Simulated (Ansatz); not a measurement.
GaH$_{8}$NSi, SMILES `[SiH3][NH2+][GaH3-]`. Total charge 0; spin multiplicity 1.

Z-matrix (Å, degrees):
```
Si
N 1 1.778
H 1 1.478 2 106.8
H 1 1.486 2 110.4 3 119.7
H 1 1.478 2 106.8 3 -120.5
Ga 2 2.180 1 113.0 3 60.5
H 2 1.015 1 113.3 3 -58.4
H 2 1.015 1 113.3 3 179.3
H 6 1.581 2 98.2 1 -59.6
H 6 1.581 2 98.2 1 60.3
H 6 1.580 2 97.7 1 -179.6
```

(1) What are the harmonic wavenumbers in cm⁻¹ at PBE0-D4/def2-TZVP (Ansatz, finite differences of forces, unscaled)? (Estimate.)

(2) Is this a minimum?

Answers

(1) Computed: 86i, 119, 120, 301, 378, 458, 542, 677, 720, 730, 750, 752, 784, 911, 931, 951, 952, 990, 1587, 1911, 1912, 1927, 2227, 2275, 2287, 3520, 3597.

(2) No: 1 imaginary mode, so it is a saddle point.
